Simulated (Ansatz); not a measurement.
The cluster Cu4H5. Charge 0, multiplicity 2. Geometry r2SCAN-D4/def2-SVP, basis def2-TZVP, Ansatz.

Cartesian coordinates in Å:
```
Cu -1.165 0.829 0.002
Cu 1.167 0.640 -0.434
Cu 0.204 -1.332 0.322
Cu -2.071 -1.126 0.762
H 1.591 2.144 -0.937
H -1.026 -2.337 0.879
H 1.701 -0.874 -0.128
H -2.728 0.310 0.510
H 2.328 1.746 -0.975
```

| run | HOMO (eV) | LUMO (eV) |
| --- | --- | --- |
| A | -7.37 | -0.80 |
| B | -4.38 | -3.83 |
| C | -4.56 | -4.15 |
| D | -5.10 | -2.89 |
| E | -4.53 | -3.58 |

LC-ωPBE has ω = 0.4 bohr⁻¹. In the doublet, H5 and H9 lie 0.84 Å apart (atoms count from 1), so H2 has formed as a molecule. No other spin state of charge 0 was run. Another isomer (doublet) lies 0.33 eV lower at PBE0-D4/def2-TZVP; other spin states weren't run for this one.

HOMO and LUMO are taken over both spins.

Task: The runs used LC-ωPBE, LDA (SPW92), PBE, PBE0, r2SCAN. Estimate which is which.

Result: A LC-ωPBE (range-separated); B PBE (0 % exact exchange); C LDA (SPW92) (0 % exact exchange); D PBE0 (25 % exact exchange); E r2SCAN (0 % exact exchange). Exact exchange lowers occupied and raises empty levels; among semilocal functionals meta-GGAs tend to open the gap a little, and such runs are hard to tell apart. The gap grows from 0.40 eV (LDA (SPW92)) to 6.57 eV (LC-ωPBE).
